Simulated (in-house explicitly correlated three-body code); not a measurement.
Computed with an exponentially correlated three-body code. Model: two electrons around a point charge, non-relativistic, variational in 260 exponentially correlated functions (energies converged to about 1e-7 hartree, or 1e-8 relative for large Z), ground state as one setting changes.

Given: nuclear charge 6.

```tsv
Yukawa screening of all interactions (1/bohr)	ground energy (hartree)	binding of second electron (eV)	mean radius (bohr)	mean distance of electrons (bohr)	mean cosine of angle
0.012	-32.2744483	390.38	0.2668	0.39532	-0.022072
0.03	?	?	?	?	?
0.06	-31.7512639	383.91	0.26682	0.39536	-0.022069
0.12	-31.1061842	375.94	0.26691	0.39549	-0.022059
0.21	-30.1567205	364.21	0.26713	0.39583	-0.022032
0.3	-29.2285138	352.74	0.26747	0.39635	-0.021993
0.45	-27.7272453	334.22	0.26827	0.39758	-0.021902
0.6	-26.2811401	316.39	0.26935	0.39924	-0.021783
0.9	-23.5461801	282.72	0.27231	0.40379	-0.021472
1.2	-21.0089926	251.54	0.27632	0.40994	-0.02108
1.5	-18.6573081	222.7	0.28138	0.41771	-0.02062
1.8	?	?	?	?	?
2.4	-12.6168881	148.99	0.30366	0.45205	-0.018893
3	-9.35655558	109.51	0.32617	0.48689	-0.017481
3.6	-6.65015337	76.988	0.35789	0.5362	-0.015857
4.2	-4.45623158	50.891	0.40417	0.60858	-0.013997
4.8	-2.7389086	30.737	0.47617	0.72189	-0.011863
5.4	-1.46596823	16.073	0.60086	0.91953	-0.0093997
6	-0.607021627	6.4418	0.86298	1.3381	-0.0065414
```

**Question.** What follows for Yukawa screening of all interactions = 0.03?

**Answer.** ground energy -32.0775051 hartree; binding of second electron 387.95 eV; mean radius 0.2668 bohr; mean distance of electrons 0.39533 bohr; mean cosine of angle -0.022071.

**Question.** What follows for Yukawa screening of all interactions = 1.8?

**Answer.** ground energy -16.4806319 hartree; binding of second electron 196.08 eV; mean radius 0.28754 bohr; mean distance of electrons 0.42719 bohr; mean cosine of angle -0.020099.
